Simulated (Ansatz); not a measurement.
`N/C=C(\F)[SiH3]` + `[SiH3]Br` → `[SiH3][SiH2]Br` + `N/C=C\F`  (formal exchange of groups at the Si–C bond)

Isolated molecules relaxed with PBE0-D4/def2-TZVP in Ansatz; ΔE leaves out vibrations. CCSD(T)/CBS is the MP2 limit (def2-TZVPP, def2-QZVPP) plus CCSD(T) − MP2 in def2-TZVPP, frozen cores. Double bonds are as drawn, so ΔE can hold a change between cis and trans. DFT in def2-TZVPP. For Br outer-core shells are correlated without core-valence functions, which leaves a few kJ/mol of doubt a bond. Scalar relativity is left out up to krypton. One conformer a species, not always the lowest.

```
             level  ΔE (kJ/mol)
          BHLYP-D4          5.6
           ωB97X-V          4.0
         CAM-B3LYP          8.1
RPA@PBE/def2-TZVPP          6.9
      MP2/def2-SVP          9.4
     CCSD/def2-SVP          3.3
SCS-MP2/def2-TZVPP         10.8
     HF/def2-QZVPP         10.7
```

What does CCSD(T)/CBS give? (An estimate is asked.)

Computed: +3.5 kJ/mol. The listed levels differ from it by 2.1, 0.5, 4.6, 3.4, 5.9, -0.2, 7.3, 7.2 kJ/mol.

What do rigid-rotor, harmonic-oscillator terms from PBE0-D4/def2-TZVP frequencies (298.15 K, 1 bar) make of the CCSD(T)/CBS value? (Estimate.)

Computed: ΔZPE = +5.3 kJ/mol, ΔH = +9.3 kJ/mol, ΔS = 20 J/(mol·K), ΔG = +3.4 kJ/mol.

Largest T1 diagnostic among the species: 0.013.

From BLYP to BHLYP (50 % exact exchange), in def2-TZVPP and without D4, ΔE moves by +3.3 kJ/mol. Leaving LDA and LC-ωPBE aside and taking each functional with its dispersion term where it has one, the values, not all of them listed here, spread over 13.9 kJ/mol, from PBE-D4 to ωB97M-V. LDA lies +3.4 kJ/mol from PBE without D4.

CCSD(T)/CBS has its own doubt, a few kJ/mol and more with outer-core shells, so smaller differences from it don't rank the levels.
